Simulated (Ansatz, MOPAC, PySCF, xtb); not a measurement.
Noncovalent pair: HCl (SMILES Cl) (first 2 atoms) with CH3F (SMILES CF); geometry from B3LYP-D3(BJ)/def2-TZVP, rigid monomers moved along the line of their centres of mass till H2···F4 is 2.23 Å.
(charge 0, multiplicity 1):
```xyz
7

Cl     0.16521     0.05212    -0.13614
H      0.21538     0.50856     1.07035
C     -0.52023    -0.54841     3.81580
F      0.01917     0.63177     3.28367
H      0.19617    -0.95775     4.52651
H     -1.45721    -0.29929     4.31171
H     -0.69205    -1.24641     2.99727
```

Counterpoise-corrected where a basis set is named; no monomer relaxation. Rows marked so take none.

Cores are frozen in the correlated methods. CBS(a, b) extrapolates the correlation energy as X⁻³ and adds the Hartree–Fock energy of set b. Rows in 6-31G* carry no dispersion term and start afresh at each structure (6-31G* with six Cartesian d functions). The state that AM1, PM7 reach isn't checked; PM7 holds dispersion and hydrogen-bond terms.

Programs: Ansatz (an electronic-structure program); MOPAC for AM1, PM7 (differences of heats of formation); PySCF for 6-31G* rows, the dispersion terms; xtb for the GFN methods. Each number belongs to the level named beside it.

| level | interaction energy (kcal/mol) |
|---|---|
| AM1 | -2.09 |
| PM7 | -1.18 |
| GFN1-xTB | -2.60 |
| B3LYP-D4/def2-TZVPPD | -3.41 |
| PBE0-D3(BJ)/def2-TZVPPD | -3.52 |
| M06-2X/6-31G* (no counterpoise) | -5.15 |
| CCSD/aug-cc-pV(D+d)Z | [?] |
| CCSD/aug-cc-pV(T+d)Z | [?] |
| CCSD(T)/CBS(aug-cc-pV(D+d)Z, aug-cc-pV(T+d)Z) | -3.47 |

Task: Some entries are withheld; supply them.

Result: 
- CCSD/aug-cc-pV(D+d)Z, interaction energy (kcal/mol): -3.01
- CCSD/aug-cc-pV(T+d)Z, interaction energy (kcal/mol): -3.14
